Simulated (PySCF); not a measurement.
PySCF input for ClH₂MoNS₂, SMILES [NH]=[Mo](=[S])([SH])[Cl], multiplicity 1, TDDFT-CAM-B3LYP/def2-SVPD. Geometry: PBE0-D3(BJ)/def2-SVP. The multiplicity is an assumed one; no other spin state was optimised. The structure was generated by enumeration; whether it is a known compound was not checked. The def2 effective core potentials stand for the cores of Mo; spin–orbit coupling is left out. Other conformers were not sampled.

```python
import numpy as np
from pyscf import gto, scf, dft, tdscf

mol = gto.M(
    atom='''
    Mo    0.12487664   -0.09499578   -0.12401101
    N     0.80918933   -1.11595281   -1.30358033
    H     1.51580024   -1.76143281   -1.65835024
    S     1.29956133   -0.14659607    1.62126228
    Cl   -0.03479082    2.02231213   -0.93669591
    S    -1.90470226   -1.12659237    0.28411483
    H    -2.15124524   -0.44536594    1.42967131
    ''',
    basis='def2-SVPD',
    ecp={'Mo': 'def2-svp'},
    charge=0,
    spin=0,
    max_memory=1600,
    verbose=4,
)
mf = dft.RKS(mol, xc='cam-b3lyp').density_fit(auxbasis='def2-universal-jkfit')
mf.grids.level = 3
mf.conv_tol = 1e-9
mf.max_cycle = 100
mf.kernel()
mf.grids = dft.Grids(mol).set(level=1).build(with_non0tab=True)  # coarser grid for the response kernel
td = tdscf.TDDFT(mf)
td.singlet = True
td.nstates = 10
td.conv_tol = 1e-4
td.positive_eig_threshold = 1e-6
td.kernel(x0=td.get_init_guess(mf, 15))
td.analyze()
tt = tdscf.TDA(mf)
tt.singlet = False
tt.nstates = 4
tt.conv_tol = 1e-4
tt.positive_eig_threshold = 1e-6
tt.kernel(x0=tt.get_init_guess(mf, 9))
tt.analyze(verbose=3)
```

Output:

```
PySCF version 2.14.0

[INPUT] verbose = 4
[INPUT] num. atoms = 7
[INPUT] num. electrons = 72
[INPUT] charge = 0
[INPUT] spin (= nelec alpha-beta = 2S) = 0
[INPUT] symmetry False subgroup None
[INPUT] Mole.unit = angstrom
[INPUT] Symbol           X                Y                Z      unit          X                Y                Z       unit  Magmom
[INPUT]  1 Mo     0.124876640000  -0.094995780000  -0.124011010000 AA    0.235982648956  -0.179516007189  -0.234346845331 Bohr   0.0
[INPUT]  2 N      0.809189330000  -1.115952810000  -1.303580330000 AA    1.529146216620  -2.108845178839  -2.463409805070 Bohr   0.0
[INPUT]  3 H      1.515800240000  -1.761432810000  -1.658350240000 AA    2.864447313150  -3.328625597723  -3.133827772207 Bohr   0.0
[INPUT]  4 S      1.299561330000  -0.146596070000   1.621262280000 AA    2.455814995776  -0.277026423238   3.063741685288 Bohr   0.0
[INPUT]  5 Cl    -0.034790820000   2.022312130000  -0.936695910000 AA   -0.065745121449   3.821616064086  -1.770098731900 Bohr   0.0
[INPUT]  6 S     -1.904702260000  -1.126592370000   0.284114830000 AA   -3.599365620240  -2.128951033325   0.536899216627 Bohr   0.0
[INPUT]  7 H     -2.151245240000  -0.445365940000   1.429671310000 AA   -4.065264330374  -0.841619651809   2.701687224048 Bohr   0.0

nuclear repulsion = 392.851660697265
number of shells = 61
number of NR pGTOs = 245
number of NR cGTOs = 151
basis = def2-SVPD
ecp = {'Mo': 'def2-svp'}


******** <class 'pyscf.df.df_jk.DFRKS'> ********
method = DFRKS
initial guess = minao
damping factor = 0
level_shift factor = 0
DIIS = <class 'pyscf.scf.diis.CDIIS'>
diis_start_cycle = 1
diis_space = 8
diis_damp = 0
SCF conv_tol = 1e-09
SCF conv_tol_grad = None
SCF max_cycles = 100
direct_scf = False
XC library pyscf.dft.libxc version 7.1.2
    S. Lehtola, C. Steigemann, M. J. T. Oliveira, and M. A. L. Marques,  SoftwareX 7, 1–5 (2018)
XC functionals = cam-b3lyp
    T. Yanai, D. P. Tew, and N. C. Handy,  Chem. Phys. Lett. 393, 51 (2004)
radial grids:
    Treutler-Ahlrichs [JCP 102, 346 (1995); DOI:10.1063/1.469408] (M4) radial grids

becke partition: Becke, JCP 88, 2547 (1988); DOI:10.1063/1.454033
pruning grids: <function nwchem_prune>
grids dens level: 3
symmetrized grids: False
atomic radii adjust function: <function treutler_atomic_radii_adjust>
small_rho_cutoff = 0
Set gradient conv threshold to 3.16228e-05
Initial guess from minao.
tot grids = 112600
******** <class 'pyscf.df.df.DF'> ********
auxbasis = def2-universal-jkfit
Create RSH-DF object <pyscf.df.df.DF object> for omega=0.33
******** <class 'pyscf.df.df.DF'> ********
auxbasis = auxmol.basis = def2-universal-jkfit
init E= -1372.57814952399
  HOMO = -0.501978215010579  LUMO = -0.357724004110635  gap/eV = 3.92536
cycle= 1 E= -1380.33080083013  delta_E= -7.75  |g|= 0.521  |ddm|=  4.4
  HOMO = -0.26673450375419  LUMO = -0.0434663187907135  gap/eV = 6.07544
cycle= 2 E= -1380.34838266806  delta_E= -0.0176  |g|= 0.497  |ddm|= 1.53
  HOMO = -0.319438154253135  LUMO = -0.074809120986609  gap/eV = 6.65670
cycle= 3 E= -1380.39068207984  delta_E= -0.0423  |g|= 0.262  |ddm|= 0.705
  HOMO = -0.333904867293838  LUMO = -0.0931334486195249  gap/eV = 6.55172
cycle= 4 E= -1380.40442342853  delta_E= -0.0137  |g|= 0.0787  |ddm|= 0.304
  HOMO = -0.334574289969406  LUMO = -0.0834437218015665  gap/eV = 6.83361
cycle= 5 E= -1380.40514017894  delta_E= -0.000717  |g|= 0.0585  |ddm|= 0.121
  HOMO = -0.333567079101565  LUMO = -0.0864157235675666  gap/eV = 6.72533
cycle= 6 E= -1380.40596840427  delta_E= -0.000828  |g|= 0.0112  |ddm|= 0.0682
  HOMO = -0.333150299287573  LUMO = -0.0861063637621318  gap/eV = 6.72241
cycle= 7 E= -1380.40600657449  delta_E= -3.82e-05  |g|= 0.00336  |ddm|= 0.0206
  HOMO = -0.333192972412567  LUMO = -0.0861053882953668  gap/eV = 6.72360
cycle= 8 E= -1380.40601219476  delta_E= -5.62e-06  |g|= 0.000811  |ddm|= 0.00752
  HOMO = -0.333262818961069  LUMO = -0.0861189591181213  gap/eV = 6.72513
cycle= 9 E= -1380.40601272043  delta_E= -5.26e-07  |g|= 0.000355  |ddm|= 0.00262
  HOMO = -0.33322998306229  LUMO = -0.0860781599660419  gap/eV = 6.72534
cycle= 10 E= -1380.40601284283  delta_E= -1.22e-07  |g|= 0.000173  |ddm|= 0.00134
  HOMO = -0.333235232333439  LUMO = -0.0860707368483825  gap/eV = 6.72569
cycle= 11 E= -1380.40601286584  delta_E= -2.3e-08  |g|= 7.41e-05  |ddm|= 0.000585
  HOMO = -0.333237040243327  LUMO = -0.0860703886285836  gap/eV = 6.72575
cycle= 12 E= -1380.40601287002  delta_E= -4.17e-09  |g|= 4.63e-05  |ddm|= 0.000291
  HOMO = -0.333236887249212  LUMO = -0.0860691448767553  gap/eV = 6.72578
cycle= 13 E= -1380.40601287066  delta_E= -6.45e-10  |g|= 2.26e-05  |ddm|= 6.71e-05
  HOMO = -0.333235255096425  LUMO = -0.0860659047494485  gap/eV = 6.72582
Extra cycle  E= -1380.40601287033  delta_E= 3.35e-10  |g|= 5.56e-05  |ddm|= 8.17e-05
converged SCF energy = -1380.40601287033
tot grids = 37184
Overwritten attributes  positive_eig_threshold  of <class 'pyscf.tdscf.rks.TDDFT'>


******** <class 'pyscf.tdscf.rks.TDDFT'> for <class 'pyscf.df.df_jk.DFRKS'> ********
nstates = 10 singlet
deg_eia_thresh = 1.000e-03
wfnsym = None
conv_tol = 0.0001
eigh lindep = 1e-12
eigh level_shift = 0
eigh max_cycle = 100


Excitation energies (eV)
[3.08195241 3.2570172  3.38599972 3.80406399 4.22717062 4.35516114
 4.38858732 4.4674532  4.59387813 4.6417902 ]

** Singlet excitation energies and oscillator strengths **
Excited State   1:      3.08195 eV    402.29 nm  f=0.0003
      35 -> 37        0.27193
      35 -> 38       -0.58892
      36 -> 37        0.17398
      36 -> 38        0.17393
Excited State   2:      3.25702 eV    380.67 nm  f=0.0030
      35 -> 37        0.58973
      35 -> 38        0.12695
      36 -> 37       -0.15243
      36 -> 38       -0.31240
Excited State   3:      3.38600 eV    366.17 nm  f=0.0301
      32 -> 37       -0.10604
      34 -> 37       -0.17778
      35 -> 37        0.12282
      35 -> 38        0.27073
      36 -> 37        0.59500
Excited State   4:      3.80406 eV    325.93 nm  f=0.0209
      34 -> 37       -0.18133
      35 -> 37       -0.20348
      35 -> 38       -0.19285
      35 -> 40        0.20216
      36 -> 37        0.12413
      36 -> 38       -0.54290
Excited State   5:      4.22717 eV    293.30 nm  f=0.0044
      32 -> 37       -0.16220
      32 -> 38        0.15157
      33 -> 37       -0.18046
      34 -> 37        0.45709
      34 -> 38       -0.32834
      35 -> 39        0.18605
      36 -> 37        0.11180
Excited State   6:      4.35516 eV    284.68 nm  f=0.0119
      32 -> 38        0.17578
      33 -> 38       -0.10495
      34 -> 37       -0.33381
      34 -> 38       -0.30364
      35 -> 39        0.26927
      35 -> 40       -0.20387
      36 -> 37       -0.11399
      36 -> 39       -0.24534
      36 -> 40        0.15111
Excited State   7:      4.38859 eV    282.52 nm  f=0.0010
      32 -> 37        0.12687
      33 -> 37       -0.53723
      33 -> 38       -0.11005
      34 -> 38        0.29015
      35 -> 39        0.15707
      36 -> 39       -0.18015
Excited State   8:      4.46745 eV    277.53 nm  f=0.0013
      33 -> 37        0.28153
      34 -> 38        0.24606
      35 -> 39        0.53023
      36 -> 40       -0.17786
Excited State   9:      4.59388 eV    269.89 nm  f=0.0116
      32 -> 37       -0.21194
      33 -> 38        0.12249
      34 -> 40       -0.10202
      35 -> 39        0.15170
      35 -> 40        0.23525
      36 -> 39        0.19153
      36 -> 40        0.50020
Excited State  10:      4.64179 eV    267.10 nm  f=0.0146
      33 -> 37       -0.15553
      33 -> 38       -0.11515
      34 -> 37       -0.21496
      35 -> 40       -0.12214
      36 -> 39        0.56203
      36 -> 40       -0.19074

** Transition electric dipole moments (AU) **
state          X           Y           Z        Dip. S.      Osc.
  1        -0.0574      0.0047      0.0143      0.0035      0.0003
  2         0.0399      0.1008      0.1621      0.0380      0.0030
  3        -0.4118     -0.4070      0.1661      0.3628      0.0301
  4        -0.3269     -0.0336     -0.3404      0.2239      0.0209
  5        -0.1837     -0.0903      0.0260      0.0426      0.0044
  6         0.3115      0.1164      0.0322      0.1116      0.0119
  7         0.0270     -0.0434      0.0807      0.0091      0.0010
  8        -0.1054     -0.0200      0.0136      0.0117      0.0013
  9         0.2667      0.1709     -0.0497      0.1028      0.0116
 10         0.3453      0.0964     -0.0071      0.1286      0.0146

WARN: ECP detected. Skipping calculation of transition velocity and magnetic dipole moments, which have not yet been implemented.

Overwritten attributes  positive_eig_threshold  of <class 'pyscf.tdscf.rks.TDA'>


******** <class 'pyscf.tdscf.rks.TDA'> for <class 'pyscf.df.df_jk.DFRKS'> ********
nstates = 4 triplet
deg_eia_thresh = 1.000e-03
wfnsym = None
conv_tol = 0.0001
eigh lindep = 1e-12
eigh level_shift = 0
eigh max_cycle = 100


Excitation energies (eV)
[2.67985195 2.76293638 2.86334045 2.93308701]

** Triplet excitation energies and oscillator strengths **
Excited State   1:      2.67985 eV    462.65 nm  f=0.0000
Excited State   2:      2.76294 eV    448.74 nm  f=0.0000
Excited State   3:      2.86334 eV    433.01 nm  f=0.0000
Excited State   4:      2.93309 eV    422.71 nm  f=0.0000
```

The run converged.

Cost: around 6 core-minutes (rough).
